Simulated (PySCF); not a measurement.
## Dipole response of W²⁺ (tungsten, charge +2)

[Xe] 4f14 5d4, high-spin 5D determinant. Computed with PySCF 2.14 in aug-cc-pVQZ-PP with ECP60MDF, with a scalar-relativistic core potential. Coupled (time-dependent) response in atomic units; α is the mean over directions.

```
method  mean α (bohr³)         α xx, yy, zz  C₆ (like pair)  S(−4)
  MN15           13.57  12.94, 12.94, 14.84           80.26  82.34
```

S(−4) is the Cauchy moment in α(ω) = α(0) + S(−4) ω² + …

Spin-orbit coupling is absent.

α(iu) at MN15:

| u (hartree) | α(iu) (bohr³) |
| --- | --- |
| 0 | 13.57 |
| 0.0500 | 13.37 |
| 0.100 | 12.83 |
| 0.200 | 11.24 |
| 0.300 | 9.644 |
| 0.500 | 7.262 |
| 0.750 | 5.374 |
| 1.00 | 4.144 |
| 1.50 | 2.671 |
| 2.00 | 1.849 |
| 3.00 | 1.018 |
| 5.00 | 0.4290 |

A single London oscillator, α(iu) = α/(1 + u²/ω²), gives C₆ = (3/4) ω α². Matching the computed C₆ needs ω = 4 × 80.26 / (3 × 13.57²) = 0.581 hartree.

For an ion, C₆ is the dispersion term alone; charge-induced terms of lower order in 1/R come first.

The components differ because the open shell of this determinant is not spherical; for a pure term their mean is the scalar polarisability.

Energies and moments cover only the electrons outside the core potential. Spin-orbit coupling, absent here, splits the open shell strongly.
